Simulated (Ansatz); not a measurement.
`C[N](C)[In]([NH2])[OH]` + HBr → `[NH2][In]([OH])[Br]` + dimethylamine  (ligand exchange at the In–N bond)

Isolated molecules relaxed with PBE0-D4/def2-TZVP in Ansatz; ΔE leaves out vibrations. CBS: MP2 limit from def2 TZ/QZ plus the TZ coupled-cluster correction, frozen cores. Functionals use def2-TZVPP. def2 core potentials past Kr. For Br, In outer-core shells are correlated without core-valence functions, which leaves a few kJ/mol of doubt a bond. Scalar relativity is left out up to krypton. One conformer a species, not always the lowest.

```json
{"species": "`C[N](C)[In]([NH2])[OH]`", "r2SCAN0 energy (Eh)": "-456.46822"}
{"species": "HBr", "r2SCAN0 energy (Eh)": "-2574.74029"}
{"species": "`[NH2][In]([OH])[Br]`", "r2SCAN0 energy (Eh)": "-2896.15105"}
{"species": "`CNC`", "r2SCAN0 energy (Eh)": "-135.11641"}
```

Task: Work out ΔE.

Result: ΔE = (-2896.15105) + (-135.11641) − (-456.46822) − (-2574.74029) = -0.05895 Eh = -37.0 kcal/mol. CCSD(T)/CBS gives -32.5 kcal/mol.

Largest T1 diagnostic among the species: 0.015.

From r2SCAN to r2SCAN0 (25 % exact exchange), in def2-TZVPP and without D4, ΔE moves by −1.4 kcal/mol. Leaving LDA and LC-ωPBE aside and taking each functional with its dispersion term where it has one, the values, not all of them listed here, spread over 4.2 kcal/mol, from BHLYP-D4 to BLYP-D4. LDA lies +3.1 kcal/mol from PBE without D4. In def2-TZVPP, CCSD(T) changes the Hartree–Fock value by +9.9 kcal/mol (the triples alone add +1.2 kcal/mol) and MP2 by +10.0 kcal/mol.
